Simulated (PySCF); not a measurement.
One of the candidates below gave these computed data.

- 1H NMR: chemical shifts (computed TMS as zero) by class: 4.29 (2 H), 3.95 (2 H), 3.56 (3 H) ppm [GIAO PBE0/pcSseg-1]
- Dipole: 2.56 D [PBE0/def2-SVPD]
- 13C NMR: chemical shifts (computed TMS as zero) by class: 131.0 (1 C), 72.4 (1 C), 67.0 (1 C), 61.0 (1 C) ppm [GIAO PBE0/pcSseg-1]
- Triplet: lowest triplet excitation (Tamm–Dancoff): 7.05 eV [TDA PBE0/def2-SVPD]
- NMR, other nuclei: isotropic shieldings of nuclei other than C and H, by class: 235 (1 O), 323 (1 O), 249 (3 F) ppm [GIAO PBE0/pcSseg-1]
- UV, first state: lowest singlet excitation: 7.26 eV (171 nm, f = 0.008) [TDDFT PBE0/def2-SVPD]
- Rotational structure: rotational constants A, B, C: 4.020, 0.673, 0.655 GHz [GFN2-xTB]

Electronic properties: PySCF, gas phase, density fitting. Levels stand in brackets. One conformer (not necessarily the lowest) at the GFN2-xTB geometry, without solvent, vibrations or thermal averaging. NMR values are class means; diastereotopic atoms form classes of their own.

Problem. Which candidate is it?
A. `C#CC1=COC(CF)=CO1`
B. `CO[C@H](F)COC(F)F`
C. `FC(F)[C@@H]1CCCCO1`
D. `COCCOC(F)(F)F`

Solution. D. It is `COCCOC(F)(F)F`. Numbering: `[CH3:1][O:2][CH2:3][CH2:4][O:5][C:6]([F:7])([F:8])[F:9]`. Its formula, C4H7F3O2, gives 0 degrees of unsaturation, so no ring and no π bond. 4 carbons fall into 4 classes; from least to most shielded: CF3 carbon [C6] (131.0 ppm), sp3 carbon bound to oxygen [C3] (72.4 ppm), sp3 carbon bound to oxygen [C4] (67.0 ppm), methoxy carbon [C1] (61.0 ppm). Hydrogen classes from least to most shielded: 2 H on an sp3 carbon bound to oxygen, C4 (4.29 ppm), 2 H on an sp3 carbon bound to oxygen, C3 (3.95 ppm, a mean of values up to 0.7 ppm apart in this geometry), 3 H on a methoxy carbon, C1 (3.56 ppm, a mean of values up to 0.8 ppm apart in this geometry). The other shieldings belong to: 235 ppm, ether oxygen [O5]; 323 ppm, ether oxygen [O2]; 249 ppm, fluorine of a CF3 group [F7/F8/F9]. The optimised geometry has point group C1 and is an asymmetric top.

The others, at the same levels:
- `CO[C@H](F)COC(F)F` fails: its computed 13C shifts are 124.5 (1 C), 120.4 (1 C), 71.6 (1 C), 59.0 (1 C) ppm, 1H shifts are 6.75 (1 H), 5.61 (1 H), 4.23 (1 H), 3.92 (1 H), 3.82 (3 H) ppm and lowest singlet excitation is 8.22 eV (151 nm, f = 0.016) (against 7.26 eV).
- `C#CC1=COC(CF)=CO1` fails: it has 5 hydrogens where the 1H data count 7; its computed 13C shifts are 143.2 (1 C), 138.2 (1 C), 130.0 (1 C), 129.3 (1 C), 93.2 (1 C), 81.6 (1 C), 79.6 (1 C) ppm, 1H shifts are 6.09 (1 H), 5.84 (1 H), 4.98 (2 H), 2.86 (1 H) ppm and rotational constant A is 4.592 GHz (against 4.020 GHz).
- `FC(F)[C@@H]1CCCCO1` fails: it has 10 hydrogens where the 1H data count 7; its computed 13C shifts are 122.7 (1 C), 82.5 (1 C), 72.8 (1 C), 29.9 (1 C), 26.5 (1 C), 26.0 (1 C) ppm, 1H shifts are 6.16 (1 H), 4.24 (1 H), 3.52 (1 H), 3.42 (1 H), 1.99 (1 H), 1.76 (1 H), 1.60 (1 H), 1.60 (1 H), 1.40 (1 H), 1.31 (1 H) ppm and rotational constant A is 3.153 GHz (against 4.020 GHz).

Each candidate is one conformer, not necessarily the lowest. Dipoles, sizes and rotational constants follow the conformer. The torsions of the flexible species, by atom-mapped SMILES:
- `[CH3:1][O:2][CH2:3][CH2:4][O:5][C:6]([F:7])([F:8])[F:9]`: C1–O2–C3–C4 75°, O2–C3–C4–O5 173°, C3–C4–O5–C6 173°, C4–O5–C6–F7 -61°
- `[CH3:1][O:2][C@H:3]([F:4])[CH2:5][O:6][CH:7]([F:8])[F:9]`: C1–O2–C3–F4 -67°, O2–C3–C5–O6 -163°, C3–C5–O6–C7 -83°, C5–O6–C7–F8 -74°
- `[CH:1]#[C:2][C:3]1=[CH:4][O:5][C:6]([CH2:7][F:8])=[CH:9][O:10]1`: O5–C6–C7–F8 180°

The conformers of `FC(F)[C@@H]1CCCCO1` aren't listed.
